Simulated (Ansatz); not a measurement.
Molecule: SnBr (charge +1, singlet). SMILES: [Br][Sn+]
Geometry: optimised at B3LYP-D3(BJ)/def2-TZVP (Ansatz, a first-principles code).

Parts of the frozen-core correlation energy in def2-SVP (Ansatz, hartree). Frozen orbitals: 23; correlated occupied orbitals by spin: 5 and 5; virtual: 30 and 30. No spin-orbit coupling. Past Kr the def2 sets carry scalar-relativistic core potentials.

| term | value |
|---|---|
| reference (HF) | -2785.25367 |
| MP2 opposite-spin | [?] |
| MP2 same-spin | [?] |
| CCSD correlation | -0.18521 |
| (T) | [?] |
| CCSDT minus CCSD(T) | -0.00075 |
| T1 diagnostic | 0.022 |
| largest doubles amplitude | 0.064 |

Q: What belongs in the gaps?

A: 
- MP2 opposite-spin, value: -0.12409
- MP2 same-spin, value: -0.04105
- (T), value: -0.00657
